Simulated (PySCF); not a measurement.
## Löwdin shares of the frontier orbitals

Species: B(OMe)3, C₃H₉BO₃.
Z-matrix (Å and degrees, PBE0-D3(BJ)/def2-SVP geometry), rows numbered from 1:
```
B 
O   1  1.3620
C   2  1.3930  1  128.88
H   3  1.1031  2  112.91  1    61.01
H   3  1.1039  2  112.41  1   -61.88
H   3  1.1005  2  108.07  1   179.71
O   1  1.3673  2  128.21  3    -6.06
C   7  1.3950  1  129.69  2    -3.49
H   8  1.1025  7  112.66  1    60.37
H   8  1.1032  7  112.29  1   -62.33
H   8  1.1005  7  108.11  1   179.11
O   1  1.3607  2  114.78  3   174.05
C  12  1.3992  1  121.04  2   179.20
H  13  1.1000 12  108.24  1  -173.33
H  13  1.1037 12  111.84  1    67.34
H  13  1.1030 12  112.13  1   -53.48
```

Method used: PySCF, TDDFT CAM-B3LYP/def2-SVPD, vertical, gas phase, core orbitals frozen in the response.

Frontier orbitals with the atoms that hold most of them (Löwdin shares over 4%, at most four atoms; ? is withheld):

| orbital | ε (eV) | atoms |
| --- | --- | --- |
| HOMO-3 | -10.42 | O12 54%, C13 19%, H14 9%, B1 5% |
| HOMO-2 | -9.96 | O2 33%, O7 26%, C3 10%, C8 8% |
| HOMO-1 | -9.82 | ? |
| HOMO | ? | O12 42%, O2 22%, C13 11%, H15 6% |
| LUMO | 0.86 | ? |
| LUMO+1 | 1.52 | B1 11%, C8 10%, C13 10%, H9 9% |
| LUMO+2 | 1.89 | C8 14%, H11 13%, C3 13%, O7 11% |

Question: Which atoms hold the HOMO-1, and with what shares?

Answer: O7 (bonded to B and C) 38%; O2 (bonded to B and C) 19%; C8 (bonded to O and 3 H) 10%; O12 (bonded to B and C) 6%. By element: oxygen 63%, carbon 10% or more.

Question: Which atoms hold the LUMO, and with what shares?

Answer: B1 (bonded to 3 O) 40%; C8 (bonded to O and 3 H) 12%; C3 (bonded to O and 3 H) 9%; H10 (bonded to C) 5%. By element: boron 40%, carbon 22% or more, hydrogen 5% or more.

Question: What is the HOMO energy, and the HOMO–LUMO gap?

Answer: ε(HOMO) = -9.38 eV; the gap is 10.25 eV (0.3765 hartree).

Question: The HOMO–LUMO gap is 10.25 eV. Where does the response calculation put the lowest singlet, and from which orbitals?

Answer: S1 is at 7.39 eV (f = 0.0002), 2.86 eV below the gap, made of HOMO→LUMO (80%), HOMO→LUMO+1 (9%). 

Question: One configuration dominates each of S1, S2 and S3. Which, and how do the shares of the two leading atoms of either orbital change from the occupied to the empty one?

Answer: 
- S1 (7.39 eV, f 0.0002), HOMO→LUMO (80%): O12 42% → at most 6%, O2 22% → at most 6%, B1 at most 6% → 40%, C8 at most 6% → 12%
- S2 (7.64 eV, f 0.0003), HOMO-1→LUMO (85%): O7 38% → at most 6%, O2 19% → at most 6%, B1 at most 7% → 40%, C8 10% → 12%
- S3 (7.86 eV, f 0.0014), HOMO-2→LUMO (91%): O2 33% → at most 6%, O7 26% → at most 6%, B1 at most 8% → 40%, C8 8% → 12%

One conformer stands for the species.

Without π bonds the low states are Rydberg-like; a valence basis with one diffuse set may place them up to an eV too high.
